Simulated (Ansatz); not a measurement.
A CCSD(T) single point on C₃H₄BFO (`FB1C=COC1`).

```yaml
crystal:
  periodic: [false, false, false]
  atoms:
    - {symbol: F, position_ang: [0.781327, 0.737921, 2.141436]}
    - {symbol: B, position_ang: [0.371554, 0.273077, 0.966590]}
    - {symbol: C, position_ang: [0.454289, -1.115436, 0.374812]}
    - {symbol: C, position_ang: [-0.122257, -0.990204, -0.842569]}
    - {symbol: O, position_ang: [-0.588317, 0.201262, -1.216818]}
    - {symbol: C, position_ang: [-0.344653, 1.138822, -0.147754]}
    - {symbol: H, position_ang: [0.848616, -2.056138, 0.729239]}
    - {symbol: H, position_ang: [-0.269377, -1.755250, -1.598944]}
    - {symbol: H, position_ang: [-1.308993, 1.560372, 0.150262]}
    - {symbol: H, position_ang: [0.260910, 1.954476, -0.553254]}
basis:
  gaussian: {orbitals: def2-SVP}
correlation: {method: ccsd_t}
```

```sh
$ ansatz run in.yaml --threads 4 --pin off --events-out ev --progress --plain --max-ram 10444MiB
```

Output of Ansatz, abridged:

```
Functional definition: HF
1046 factors; integrals over basis functions are off by at most 1.1e-3 eV
mean field evaluation 1: about -8560.9799 eV, gradient 3.4e1 eV
mean field evaluation 2: about -8561.1255 eV, gradient 3.4e1 eV
mean field evaluation 4: about -8564.0044 eV, gradient 3.9e0 eV
mean field evaluation 8: about -8564.0521 eV, gradient 2.4e-1 eV
mean field -8564.05243978 eV, -314.7231222385 hartree, gradient 1.4e-6 eV, S^2 0.000000; 0 other end points of the search recorded, 0 dependent functions left out
6 core orbitals not correlated: weight in the atoms' cores, before any rotation towards them, 1.000 or more for the frozen orbitals, at most 0.000 for the correlated occupied ones
reference -8564.05243978 eV, -314.7231222385 hartree; 16, 16 occupied and 82, 82 virtual orbitals, 1046 factors
second order -22.63248067 eV of doubles, -0.00000000 eV of singles
cycle   1  -22.91184850 eV  change   -2.8e-1 eV  update   1.2e-1
cycle   2  -23.47845162 eV  change   -5.7e-1 eV  update   3.5e-2
cycle   3  -23.63332477 eV  change   -1.5e-1 eV  update   2.0e-2
cycle   4  -23.62775010 eV  change    5.6e-3 eV  update   5.5e-3
cycle   5  -23.62406627 eV  change    3.7e-3 eV  update   2.7e-3
cycle   6  -23.62465358 eV  change   -5.9e-4 eV  update   9.0e-4
cycle   7  -23.62437588 eV  change    2.8e-4 eV  update   4.1e-4
cycle   8  -23.62420994 eV  change    1.7e-4 eV  update   1.8e-4
cycle   9  -23.62428329 eV  change   -7.3e-5 eV  update   7.4e-5
cycle  10  -23.62429029 eV  change   -7.0e-6 eV  update   3.0e-5
perturbative correction -0.74696909 eV, -0.0274506078 hartree
Total energy: -8588.42369916 eV, -315.6187495014 hartree
```

Run time 5.5 s (4 threads of an Intel Xeon Platinum 8488C on a shared host); peak host memory 0.53 GiB.

Correlation energy per correlated electron: -0.762 eV. T1 diagnostic: 0.0153.
